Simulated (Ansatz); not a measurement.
Reaction (ligand exchange at the Si–O bond): `[SiH3][O][Mg][O][SiH3]` + `BN` → `BN[SiH3]` + `[OH][Mg][O][SiH3]`

Program: Ansatz. Geometries: PBE0-D4/def2-TZVP. ΔE: electronic, gas phase. CBS: MP2 limit from def2 TZ/QZ plus the TZ coupled-cluster correction, frozen cores. This one scheme is used for every species. DFT in def2-TZVPP. For Mg outer-core shells are correlated without core-valence functions, which leaves a few kJ/mol of doubt a bond. Each species was taken in one conformer, which may not be the lowest.

| level | ΔE (eV) |
| --- | --- |
| PBE-D4 | 0.81 |
| BLYP | 0.88 |
| SCS-MP2/def2-TZVPP | 0.89 |
| MP2/def2-QZVPP | 0.88 |

Question: What does CCSD(T)/CBS give? (Best estimate.)

Answer: Ansatz gave: +0.90 eV. The listed levels differ from it by -0.09, -0.02, -0.01, -0.02 eV.

Largest T1 diagnostic among the species: 0.012.

Leaving LDA and LC-ωPBE aside and taking each functional with its dispersion term where it has one, the values, not all of them listed here, spread over 0.13 eV, from revPBE-D4 to B97M-V. From BLYP to BHLYP (50 % exact exchange), in def2-TZVPP and without D4, ΔE moves by +0.04 eV.
